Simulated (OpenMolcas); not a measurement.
Ta3+ among 4 point charges of -1.5 e arranged as a tetrahedron (Td), 2.2 Å from the ion.

```json
{"Program": "OpenMolcas", "Method": "SS-CASPT2, IPEA 0.25 Eh, imaginary shift 0.1 Eh (closed shells correlated: 4f 5s 5p)", "Basis": "ANO-RCC-VDZP [7s6p4d2f1g]", "Scalar Hamiltonian": "DKH2, point nucleus", "Active space": "2 electrons in 5 orbitals (5d)", "State averaging": "2S+1 = 3 even, 10 roots; 2S+1 = 1 even, 15 roots", "Spin-orbit coupling": "RASSI with atomic mean-field integrals over the reference wave functions"}
```

**Question.** What is the spin-free ground state (labels of Td)?

**Answer.** 3A2, 1-fold in its orbital part, 100 % from free-ion F terms; it has the highest spin that d2 allows.

**Question.** Where is the first state of the same spin?

**Answer.** 3T2 at 3310 cm-1 above the ground state.

**Question.** What are the lowest two levels with spin-orbit coupling?

**Answer.** A 3-fold level T2, then a 2-fold level E 1790 cm-1 above it. Their leading multiplicities are 3 (94 %) and 3 (85 %).

**Question.** What is χT at 300 K, and how does it compare with the textbook value?

**Answer.** The lowest level has 2S+1 = 3, for which the spin-only value is χT = S(S+1) / 2 = 1.000 cm3 K/mol (g = 2). The computed 0.093 at 300 K differs by -0.907, through orbital momentum, spin-orbit coupling and any other state in reach.

Roots that are degenerate in the reference are averaged as groups; the widest CASPT2 spread within a group is 76 cm-1 (the 3-fold group of multiplicity 3 near 12800 cm-1 above the lowest state of its run). Shifts and gaps below about the spread of the groups concerned are not significant. Spin-orbit coupling mixes the spin-free states strongly: the lowest level takes only 54 % from its leading state, 3A2. Free-ion shares, where given, are those of the reference states; single-state CASPT2 does not remix them. This is an electrostatic model: the charges have no orbitals. No measured value stands beside these numbers.
